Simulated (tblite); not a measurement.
Compound: C4H9BF2O.
Numbering: `[CH3:1][CH:2]([CH3:3])[O:4][CH2:5][B:6]([F:7])[F:8]` (hydrogens: H9, H10, H11 on C1; H12 on C2; H13, H14, H15 on C3; H16, H17 on C5)

Computed with GFN2-xTB (tblite), gas phase: nudged elastic band of 9 images (0 to 8), spring 0.2 eV/Å², climbing image at the end, force threshold 0.05 eV/Å. The top image wasn't refined or checked by frequencies; at this threshold it can lie a kcal/mol or more above the true saddle point of the method.

The band describes a rotation about C5–O4 (sp3 carbon bound to oxygen, ether oxygen), followed by the dihedral B6–C5–O4–C2, from the optimised start (65°) to a second optimised geometry at -178°.

**Question.** How does the energy change from image to image?

**Answer.** 
```json
{"image": "0", "dihedral (°)": "65", "E (kcal/mol)": "0.00", "C5–O4 (Å)": "1.415", "B6···C2 (Å)": "3.12", "largest true force (eV/Å)": "0.01"}
{"image": "1", "dihedral (°)": "79", "E (kcal/mol)": "0.45", "C5–O4 (Å)": "1.416", "B6···C2 (Å)": "3.23", "largest true force (eV/Å)": "0.05"}
{"image": "2", "dihedral (°)": "93", "E (kcal/mol)": "1.34", "C5–O4 (Å)": "1.419", "B6···C2 (Å)": "3.37", "largest true force (eV/Å)": "0.05"}
{"image": "3", "dihedral (°)": "109", "E (kcal/mol)": "2.08", "C5–O4 (Å)": "1.421", "B6···C2 (Å)": "3.51", "largest true force (eV/Å)": "0.04"}
{"image": "4", "dihedral (°)": "125", "E (kcal/mol)": "2.22", "C5–O4 (Å)": "1.420", "B6···C2 (Å)": "3.62", "largest true force (eV/Å)": "0.04"}
{"image": "5", "dihedral (°)": "140", "E (kcal/mol)": "1.75", "C5–O4 (Å)": "1.417", "B6···C2 (Å)": "3.71", "largest true force (eV/Å)": "0.05"}
{"image": "6", "dihedral (°)": "155", "E (kcal/mol)": "1.11", "C5–O4 (Å)": "1.412", "B6···C2 (Å)": "3.78", "largest true force (eV/Å)": "0.05"}
{"image": "7", "dihedral (°)": "169", "E (kcal/mol)": "0.72", "C5–O4 (Å)": "1.410", "B6···C2 (Å)": "3.81", "largest true force (eV/Å)": "0.04"}
{"image": "8", "dihedral (°)": "-178", "E (kcal/mol)": "0.59", "C5–O4 (Å)": "1.410", "B6···C2 (Å)": "3.80", "largest true force (eV/Å)": "0.01"}
```

Barriers of this band. The top is image 4 at 125°: 2.22 kcal/mol forward and 1.63 kcal/mol back; the end lies 0.59 kcal/mol above the start. The central bond is 0.005 Å longer at the top than at the start.

**Question.** What rate follows at 250 K for crossing this barrier forward?

**Answer.** Taking the electronic barrier for the free energy of activation (no zero-point or entropy terms, transmission 1), rate = (kT/h)·exp(−ΔE/kT) ≈ 6 × 10^10 s⁻¹, whose inverse is 2 × 10^-11 s. An error of 1 kcal/mol in the barrier changes this by a factor of 7, and the method and the loose band can each miss by that much or more.

**Question.** How would the two end points share their population at 250 K, from these energies alone?

**Answer.** exp(−ΔE/kT) with ΔE = 0.025 eV gives 0.31 for the higher one (end) against 1 for the lower, without vibrational, rotational or degeneracy terms. GFN2-xTB can put conformers this close in the wrong order.

**Question.** How long is the path, and how are the images spaced?

**Answer.** Cartesian distances between aligned neighbours (all atoms, Å): 0.69, 0.68, 0.67, 0.67, 0.66, 0.65, 0.66, 0.71; the sum is 5.39 Å, and the top lies 50 % of the way along.

The cost below is that of the whole band run. Time: 5.5 s of wall time; peak memory 0.18 GiB. Hardware: an Intel Xeon at 2.50 GHz with one thread, no GPU, shared host with 64 logical CPUs at a one-minute load of 60.
